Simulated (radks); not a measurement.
Task: The zinc ion Zn20+, configuration [Ne]. Calculated with a radial shooting solver on a logarithmic mesh with Libxc functionals: Dirac Kohn-Sham, LB94 model potential, spin-unpolarised, spherical densities, finite nucleus; Fermi nuclear charge, rms radius 3.9283 fm. Some entries of the table are withheld. Estimate them.

| orbital | occ. | eigenvalue (eV) | <r> (bohr) |
|---|---|---|---|
| 1s1/2 | 2 | (1) | (2) |
| 2s1/2 | 2 | (3) | 0.2223 |
| 2p1/2 | 2 | -1853.297 | (4) |
| 2p3/2 | 4 | -1828.170 | (5) |

Result: 
(1) 1s1/2 eigenvalue (eV): -10450.22
(2) 1s1/2 <r> (bohr): 0.05016
(3) 2s1/2 eigenvalue (eV): -1983.023
(4) 2p1/2 <r> (bohr): 0.1918
(5) 2p3/2 <r> (bohr): 0.1950
